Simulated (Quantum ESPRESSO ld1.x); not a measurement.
All-electron atom: the tellurium ion Te4+ in [Kr] 4d9 5s2 6s1 (not the ground configuration). Calculated with ld1.x of Quantum ESPRESSO 7.5: scalar-relativistic Kohn-Sham, LDA (Slater exchange, Perdew-Wang correlation), spin-polarised, spherical densities, point nucleus; open shells are filled with parallel spins first.

Unscreened Slater integrals over Kohn-Sham orbitals (hartree). They are taken over the spin-up orbitals.

integral      value
F0(6s,6s)   0.25119
F0(6s,5s)   0.30552
G0(6s,5s)  0.019891
F0(6s,4d)   0.33066
G2(6s,4d)  0.016361
F0(6s,4p)   0.33427
G1(6s,4p)  0.011851
F0(5s,5s)   0.50173
F0(5s,4d)   0.60571
G2(5s,4d)  0.080749
F0(5s,4p)   0.61898
G1(5s,4p)  0.049107
F0(4d,4d)   0.96174
F2(4d,4d)   0.48811
F4(4d,4d)   0.32434
F0(4d,4p)    1.0261
F2(4d,4p)   0.52225
G1(4d,4p)   0.66473
G3(4d,4p)   0.41214
F0(4p,4p)    1.1059
F2(4p,4p)   0.58038

Derived for the open shells (J is the average intra-shell exchange parameter used in DFT+U). 4d: Racah B = F2/49 - 5 F4/441 = 0.006284 hartree, C = 35 F4/441 = 0.02574 hartree, C/B = 4.10, F4/F2 = 0.664, J = (F2 + F4)/14 = 0.05803 hartree.
